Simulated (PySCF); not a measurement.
# Substituent chemical shifts

Parent skeleton `[CH3:1][C:2]([CH3:3])([CH:4]=[O:5])[SiH2:6][SiH3:7]`; one hydrogen on atom 7 is replaced by X. Hydrogens on one atom are averaged.

- geometry from GFN2-xTB
- GIAO PBE0/pcSseg-1 shieldings
- program: PySCF 2.14
- one computed conformer, in vacuum, fast rotation and ring inversion assumed for equivalent nuclei, no relativistic terms

δ = σ(ref) − σ, references computed at the same level: TMS for $^{13}$C (σref 186.93), $^{29}$Si (σref 349.16), $^{1}$H (σref 31.72); H2O for $^{17}$O (σref 336.08).

Parent (X = H): C1/C3 24.8, C2 40.4, C4 221.1, O5 668.6, Si6 -33.0, Si7 -120.1, H(C1)/H(C3) 1.47, H(C4) 10.17, H(Si6) 3.90 ppm. Effects are Δδ = δ(X) − δ(H), positive for deshielding.

Known members:
```json
{"X": "N=CH2", "C1/C3": "-2.3", "C2": "+2.4", "C4": "-6.9", "O5": "-14.8", "Si6": "-24.6", "Si7": "+60.3", "H(C1)/H(C3)": "-0.03", "H(C4)": "-0.25", "H(Si6)": "-0.17"}
{"X": "SCH3", "C1/C3": "+0.0", "C2": "-1.7", "C4": "-1.3", "O5": "+12.4", "Si6": "-18.7", "Si7": "+70.4", "H(C1)/H(C3)": "-0.12", "H(C4)": "-0.18", "H(Si6)": "-0.15"}
{"X": "NHCH3", "C1/C3": "-1.7", "C2": "+4.7", "C4": "-5.0", "O5": "-38.5", "Si6": "-28.2", "Si7": "+60.7", "H(C1)/H(C3)": "+0.06", "H(C4)": "-0.11", "H(Si6)": "-0.16"}
{"X": "SH", "C1/C3": "+0.0", "C2": "+0.9", "C4": "+4.6", "O5": "-17.2", "Si6": "+3.8", "Si7": "+44.6", "H(C1)/H(C3)": "-0.08", "H(C4)": "-0.09", "H(Si6)": "+0.02"}
{"X": "C2H5", "C1/C3": "+0.0", "C2": "+0.7", "C4": "-0.1", "O5": "-3.2", "Si6": "+0.0", "Si7": "+53.4", "H(C1)/H(C3)": "+0.00", "H(C4)": "-0.01", "H(Si6)": "-0.03"}
```

Four more derivatives gave (Δδ, ppm):
```tsv
compound	C1/C3	C2	C4	O5	Si6	Si7	H(C1)/H(C3)	H(C4)	H(Si6)
1	-1.8	+4.4	-3.9	-41.1	-28.5	+66.0	+0.08	-0.09	-0.22
2	-0.1	+0.8	+0.1	-4.4	-1.5	+49.9	+0.03	+0.03	+0.15
3	+0.1	+1.2	+2.2	-11.7	+4.0	+34.3	-0.02	-0.18	+0.16
4	-0.4	+0.5	-2.1	+9.6	-2.1	+83.4	-0.04	+0.11	+0.01
```

Q: Their substituents are COOH, Cl, NHSiH3, vinyl. Which is which?

A: 1: X = NHSiH3 (CC(C)(C=O)[SiH2][SiH2]N[SiH3]); 2: X = vinyl (C=C[SiH2][SiH2]C(C)(C)C=O); 3: X = COOH (CC(C)(C=O)[SiH2][SiH2]C(=O)O); 4: X = Cl (CC(C)(C=O)[SiH2][SiH2]Cl).

Unscaled 17O shifts of doubly bonded oxygen tend to come out too high, by tens of ppm or more. Experimental scales use liquid or dissolved standards, which lie at an offset from isolated H2O (liquid H2O: subtract about 36 ppm).
